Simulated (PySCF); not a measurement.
# What a mistake does to a calculation on AlBF2

These are calculations, not measurements. They come from PySCF 2.14.0, an open-source quantum chemistry program, on an isolated molecule that a program drew, which may never have been made. The molecule is AlBF2 (charge 0, singlet), drawn as the SMILES string `F[B](F)[Al]`.

Each row is a Hartree-Fock (HF) and frozen-core CCSD(T) single point in the cc-pV(D+d)Z basis, meant for a local HF minimum. Run 1 is clean. Each other run has one planted mistake out of seven kinds, and not every kind appears here: one electron removed, one electron added, multiplicity raised by two, geometry at a saddle point, minimal basis STO-3G, one bond length entered in bohr, all coordinates scaled. The reference is restricted for singlets and unrestricted otherwise, and also for a bond in bohr. Adding or removing an electron swaps singlet and doublet. Electrons count all cores. HOMO and LUMO are orbital energies over both spins, the gradient is its largest component, and the lowest frequency (negative if imaginary) is given only where the gradient is small. Bond lengths are over the 3 bonds as drawn. T1 is the CCSD diagnostic: over 0.02 (restricted) or 0.045 (unrestricted) a single reference is doubtful.

Geometry of the clean run:
```xyz
4
AlBF2, angstrom
F    -2.2406   -0.5278   -1.8665
B    -2.1048   -0.0351   -0.6324
F    -2.9917   -0.5293    0.2354
Al   -0.5278    1.4865   -0.0675
```

```
run,electrons,basis functions,<S^2>,HOMO (eV),LUMO (eV),gradient (hartree/bohr),lowest frequency (cm^-1),mean bond (Å),longest bond (Å),T1,HF (hartree),CCSD(T) (hartree),mistake
1,36,65,0.000,-7.86,0.25,3.3e-05,135,1.6448,2.263,0.0159,-465.55873,-466.08492,no fault
2,36,65,2.013,-6.85,-0.14,1.6e-02,-,1.6448,2.263,0.0258,-465.53004,-466.03709,multiplicity raised by two
3,36,65,0.000,-8.02,0.18,2.8e-02,-,1.6909,2.326,0.0165,-465.55598,-466.08441,all coordinates scaled
4,37,65,0.996,-0.54,5.99,3.3e-02,-,1.6448,2.263,0.0466,-465.56453,-466.09625,?
```

**Which mistake was planted in run 4, and what did it cost?**

It counts 37 electrons, one more than the clean run, at the same geometry and basis. So the mistake is: one electron added. Subtracting run 1 and multiplying by 627.51 kcal/mol a hartree, the energy moved by -3.6 kcal/mol in HF and -7.1 kcal/mol in CCSD(T).

Cautions from the logs. Run 4: T1 is over the limit, so its CCSD(T) energy is less reliable.
